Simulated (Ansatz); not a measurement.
Geometry optimisation of CH9BGeSi (`B[CH2][GeH2][SiH3]`).

```yaml
crystal:
  periodic: [false, false, false]
  atoms:
    - {symbol: B, position_ang: [-1.495472, 0.531911, 0.489920]}
    - {symbol: C, position_ang: [-1.056740, -0.714940, 1.260733]}
    - {symbol: Ge, position_ang: [0.839925, -0.558023, 0.523110]}
    - {symbol: Si, position_ang: [1.023873, 0.543920, -1.606311]}
    - {symbol: H, position_ang: [-1.951733, 0.434944, -0.638521]}
    - {symbol: H, position_ang: [-1.299056, 1.646908, 0.944669]}
    - {symbol: H, position_ang: [-0.925123, -0.659944, 2.357524]}
    - {symbol: H, position_ang: [-1.421795, -1.704182, 0.927669]}
    - {symbol: H, position_ang: [1.343867, -2.018373, 0.358022]}
    - {symbol: H, position_ang: [1.701299, 0.173041, 1.585329]}
    - {symbol: H, position_ang: [0.218272, -0.197345, -2.636312]}
    - {symbol: H, position_ang: [2.474004, 0.513986, -2.013138]}
    - {symbol: H, position_ang: [0.569079, 1.973597, -1.537992]}
basis:
  gaussian: {orbitals: def2-TZVP}
hamiltonian: {xc: pbe0, dispersion: d4}
relax: {f_tol: 0.005, max_steps: 150}
```

```sh
$ ansatz run in.yaml --threads 4 --pin off --events-out ev --progress --plain --max-ram 10444MiB
```

Shortened log:

```
Functional definition: PBE0
mean field -66243.22311383 eV, -2434.3935481641 hartree, gradient 6.1e-5 eV, S^2 0.000000; 0 other end points of the search recorded, 0 dependent functions left out
relax step   1: F+E_penalty+E_count = -66243.47043514 eV  Δ(F+E_penalty+E_count) = +0.000e0 eV  max|allowed force component| = 5.557e-1 eV/Å  Δτ_max = 0.0000 Å  (27 SCF iters, accepted)
mean field -66243.25710324 eV, -2434.3947972516 hartree, gradient 1.5e-5 eV, S^2 0.000000; 0 other end points of the search recorded, 0 dependent functions left out
relax step   2: F+E_penalty+E_count = -66243.50527464 eV  Δ(F+E_penalty+E_count) = -3.484e-2 eV  max|allowed force component| = 1.439e-1 eV/Å  Δτ_max = 0.0247 Å  (31 SCF iters, accepted)
mean field -66243.25832080 eV, -2434.3948419961 hartree, gradient 1.5e-5 eV, S^2 0.000000; 0 other end points of the search recorded, 0 dependent functions left out
relax step   3: F+E_penalty+E_count = -66243.50674991 eV  Δ(F+E_penalty+E_count) = -1.475e-3 eV  max|allowed force component| = 1.572e-1 eV/Å  Δτ_max = 0.0183 Å  (32 SCF iters, accepted)
mean field -66243.26010823 eV, -2434.3949076832 hartree, gradient 1.5e-5 eV, S^2 0.000000; 0 other end points of the search recorded, 0 dependent functions left out
relax step   4: F+E_penalty+E_count = -66243.50827432 eV  Δ(F+E_penalty+E_count) = -1.524e-3 eV  max|allowed force component| = 7.346e-3 eV/Å  Δτ_max = 0.0152 Å  (32 SCF iters, accepted)
mean field -66243.26013594 eV, -2434.3949087015 hartree, gradient 1.9e-5 eV, S^2 0.000000; 0 other end points of the search recorded, 0 dependent functions left out
relax step   5: F+E_penalty+E_count = -66243.50831311 eV  Δ(F+E_penalty+E_count) = -3.879e-5 eV  max|allowed force component| = 8.418e-3 eV/Å  Δτ_max = 0.0027 Å  (23 SCF iters, accepted)
mean field -66243.26021035 eV, -2434.3949114358 hartree, gradient 1.1e-5 eV, S^2 0.000000; 0 other end points of the search recorded, 0 dependent functions left out
relax step   6: F+E_penalty+E_count = -66243.50835224 eV  Δ(F+E_penalty+E_count) = -3.913e-5 eV  max|allowed force component| = 5.655e-3 eV/Å  Δτ_max = 0.0038 Å  (24 SCF iters, accepted)
mean field -66243.26033731 eV, -2434.3949161015 hartree, gradient 1.5e-5 eV, S^2 0.000000; 0 other end points of the search recorded, 0 dependent functions left out
relax step   7: F+E_penalty+E_count = -66243.50839618 eV  Δ(F+E_penalty+E_count) = -4.394e-5 eV  max|allowed force component| = 3.751e-3 eV/Å  Δτ_max = 0.0069 Å  (32 SCF iters, accepted)
mean field -66243.26038719 eV, -2434.3949179345 hartree, gradient 1.3e-5 eV, S^2 0.000000; 0 other end points of the search recorded, 0 dependent functions left out
relax step   8: F+E_penalty+E_count = -66243.50841145 eV  Δ(F+E_penalty+E_count) = -1.527e-5 eV  max|allowed force component| = 2.866e-3 eV/Å  Δτ_max = 0.0039 Å  (23 SCF iters, accepted)
mean field -66243.26040995 eV, -2434.3949187710 hartree, gradient 1.7e-5 eV, S^2 0.000000; 0 other end points of the search recorded, 0 dependent functions left out
relax step   9: F+E_penalty+E_count = -66243.50842301 eV  Δ(F+E_penalty+E_count) = -1.156e-5 eV  max|allowed force component| = 5.694e-3 eV/Å  Δτ_max = 0.0055 Å  (23 SCF iters, accepted)
mean field -66243.26038876 eV, -2434.3949179922 hartree, gradient 1.9e-5 eV, S^2 0.000000; 0 other end points of the search recorded, 0 dependent functions left out
relax step  10: F+E_penalty+E_count = -66243.50843553 eV  Δ(F+E_penalty+E_count) = -1.252e-5 eV  max|allowed force component| = 5.074e-3 eV/Å  Δτ_max = 0.0051 Å  (23 SCF iters, accepted)
mean field -66243.26032641 eV, -2434.3949157011 hartree, gradient 1.5e-5 eV, S^2 0.000000; 0 other end points of the search recorded, 0 dependent functions left out
relax step  11: F+E_penalty+E_count = -66243.50844199 eV  Δ(F+E_penalty+E_count) = -6.467e-6 eV  max|allowed force component| = 6.908e-3 eV/Å  Δτ_max = 0.0082 Å  (32 SCF iters, accepted)
mean field -66243.26030563 eV, -2434.3949149373 hartree, gradient 2.3e-5 eV, S^2 0.000000; 0 other end points of the search recorded, 0 dependent functions left out
relax step  12: F+E_penalty+E_count = -66243.50845472 eV  Δ(F+E_penalty+E_count) = -1.273e-5 eV  max|allowed force component| = 2.035e-3 eV/Å  Δτ_max = 0.0024 Å  (23 SCF iters, accepted)
mean field -66243.26030563 eV, -2434.3949149373 hartree, gradient 2.2e-5 eV, S^2 0.000000; 1 other end points of the search recorded, 0 dependent functions left out
Total energy: -66243.50849407 eV, -2434.4040356943 hartree
Atom 0 at    -1.503646     0.530021     0.487230 Å, force    -0.000624     0.000889    -0.002035 eV/Å
Atom 1 at    -1.040717    -0.694133     1.255272 Å, force     0.001106    -0.001946     0.000488 eV/Å
Atom 2 at     0.835980    -0.569940     0.513340 Å, force    -0.001353    -0.000160     0.001257 eV/Å
Atom 3 at     1.026371     0.540814    -1.595031 Å, force     0.000268     0.000253    -0.001795 eV/Å
Atom 4 at    -1.960810     0.417520    -0.616918 Å, force     0.000787     0.000893     0.000840 eV/Å
Atom 5 at    -1.318776     1.632234     0.922986 Å, force    -0.000544    -0.001923    -0.000042 eV/Å
Atom 6 at    -0.908843    -0.625070     2.334233 Å, force    -0.000545     0.001409     0.000372 eV/Å
Atom 7 at    -1.408785    -1.671924     0.948316 Å, force     0.000217    -0.000129     0.000477 eV/Å
Atom 8 at     1.320328    -2.019820     0.334463 Å, force    -0.000563    -0.000333    -0.000651 eV/Å
Atom 9 at     1.711065     0.136331     1.561402 Å, force     0.000850     0.000669     0.000344 eV/Å
Atom 10 at     0.252524    -0.193898    -2.628403 Å, force    -0.000181     0.000215     0.000449 eV/Å
Atom 11 at     2.463735     0.537918    -1.980952 Å, force     0.000318    -0.000075    -0.000352 eV/Å
Atom 12 at     0.551973     1.945447    -1.521236 Å, force     0.000263     0.000239     0.000648 eV/Å
Dipole moment:     0.093472    -0.170719     0.085105 e Å
```

Run time 53 s (4 threads of an Arm Neoverse V1 on a shared host); peak host memory 0.6 GiB.
